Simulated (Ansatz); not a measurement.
ClGeH3N, SMILES `[NH][GeH2][Cl]` radical. Charge 0, multiplicity 2.

Z-matrix (Å, degrees):
```
Ge
Cl 1 2.163
N 1 1.850 2 112.3
H 1 1.533 2 107.3 3 -118.8
H 1 1.533 2 107.3 3 118.8
H 3 1.025 1 110.5 2 0.1
```

**Question.** What are the harmonic wavenumbers in cm⁻¹ at PBE0-D4/def2-TZVP (Ansatz, finite differences of forces, unscaled)? (Estimate.)

**Answer.** The calculation gave: 179, 187, 416, 467, 646, 662, 739, 843, 901, 2176, 2180, 3461.

**Question.** Is this a minimum?

**Answer.** Yes, all 12 modes are real.

**Question.** Give the ideal-gas thermochemistry at 298.15 K and 1 bar (rigid rotor, harmonic oscillator; point group Cs, symmetry number 1).

**Answer.** Zero-point energy 76.9 kJ/mol; H(298) − E = 92.6 kJ/mol; entropy 312.6 J/(mol·K), of which translation 169.1, rotation 106.1, vibration 31.6, electronic 5.8; G(298) − E = -0.6 kJ/mol.

**Question.** Rotational constants (cm⁻¹)?

**Answer.** 0.4443, 0.1124, 0.09299.
